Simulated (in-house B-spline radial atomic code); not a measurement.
**Ionising Br III (Br2+) with different functionals**

Computed with a radial B-spline atomic code at the basis-set limit: non-relativistic Hamiltonian, point nucleus, spin-polarised at highest spin, spherical fractional occupations for the functionals, and exact exchange of hybrids averaged over the configuration. The ionisation energy is the difference of two self-consistent energies, [Ar] 3d10 4s2 4p3 → [Ar] 3d10 4s2 4p2, without Breit or QED terms; ε is the level of the shell that loses the electron (its least bound occupied spin orbital). There is no spin-orbit coupling in this Hamiltonian.

```
   method                    rung  ΔSCF (eV)  -ε(4p) (eV)
     PBE0           global hybrid      35.20        31.05
    B3LYP           global hybrid      35.05        30.56
    TPSSh           global hybrid      35.28        30.25
   M06-2X           global hybrid      34.85        32.27
BHandHLYP           global hybrid      35.01        32.35
  r2SCAN0           global hybrid          ?            ?
    B97-1           global hybrid      35.04        30.65
    HSE06  range-separated hybrid      35.15        30.60
    wB97X  range-separated hybrid      34.91        33.42
CAM-B3LYP  range-separated hybrid      35.04        32.33
  LC-wPBE  range-separated hybrid          ?            ?
```

Problem. What does r2SCAN0 give?

Solution. ΔSCF 35.56 eV, and -ε(4p) = 31.46 eV.

Problem. What does LC-wPBE give?

Solution. ΔSCF 35.20 eV, and -ε(4p) = 34.02 eV.

Problem. Among the functionals, which spreads more, the ΔSCF values or the orbital energies?

Solution. The orbital energies: ΔSCF values span about 0.72 eV and the orbital energies 3.77 eV; here energy differences depend much less on the functional than eigenvalues do.

Problem. How do they compare with the NIST value?

Solution. NIST lists 34.87 eV ± 0.019 (measured, ground level to ground level). Errors run from -0.02 to +0.69 eV; M06-2X is closest (-0.02 eV), though others lie within the uncertainty of it, and part of that can be cancellation, since the calculations leave out relativity, Breit-QED terms, multiplet and fine-structure energies.
